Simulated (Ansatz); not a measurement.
**Question.** Predict a relaxed structure of the cluster Be₃S₂, charge 0, singlet, at r2SCAN-D4/def2-TZVP (Ansatz).

**Answer.** 
Cartesian coordinates in Å:
```
Be -0.446 -1.366 -0.343
Be -0.128 0.570 0.680
Be 0.751 0.011 -1.272
S 1.031 1.679 -0.400
S -1.208 -0.894 1.335
```
Point group C2v (tolerance 0.1 Å). This is one stationary point.

The structure comes from a short search, and lower isomers may exist.
